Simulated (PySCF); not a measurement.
Bond energies at r²SCAN/def2-TZVPP beside a composite method

PySCF, lowest determinants of a PBE0 search. The composite is CCSD(T) extrapolated to the basis-set limit from two correlation-consistent sets, with core-valence (CV) and scalar-relativistic (SR) terms as its label shows; it has no spin–orbit coupling and nothing beyond (T).

```csv
species,state (unpaired electrons),De r²SCAN (eV),De composite (eV),composite,dissociates to
SrF,doublet (σ ↑),5.78,5.51,CCSD(T)/CBS(DT)+CV,Sr + F
BBr,singlet (closed shell),4.63,4.58,CCSD(T)/CBS(TQ)+CV,B + Br
CaF,doublet (σ ↑),5.94,5.51,CCSD(T)/CBS(DT)+CV,Ca + F
SiI,doublet (π ↑),3.37,3.27,CCSD(T)/CBS(TQ),Si + I
SnF,doublet (π ↑),5.02,5.00,CCSD(T)/CBS(DT)+CV,Sn + F
GaCl,singlet (closed shell),4.95,4.84,CCSD(T)/CBS(DT)+CV,Ga + Cl
KBr,singlet (closed shell),4.07,3.94,CCSD(T)/CBS(DT),K + Br
AsS,doublet (π ↑),4.09,3.80,CCSD(T)/CBS(DT),As + S
```

**Question.** Does r²SCAN bind more or less than the composite, by how much on average, and where is the difference largest?

**Answer.** r²SCAN/def2-TZVPP binds more on average, method and basis taken together: the mean signed difference is +0.18 eV and the mean absolute one 0.18 eV; it is largest for CaF (+0.43 eV).

The molecules are drawn from runs that passed checks on state, spin purity and fit, so the hardest cases are missing and the errors look smaller than over all diatomics.

Correlated steps freeze the inner cores (5 to 19 orbitals); shallow outer-core shells are correlated. These are scalar-relativistic numbers at best; spin–orbit coupling would shift them, the dissociation energy most. Where the molecule has an RHF reference, its open-shell atoms are computed with UHF. States were picked by a PBE0 search and need not be the measured ground states.
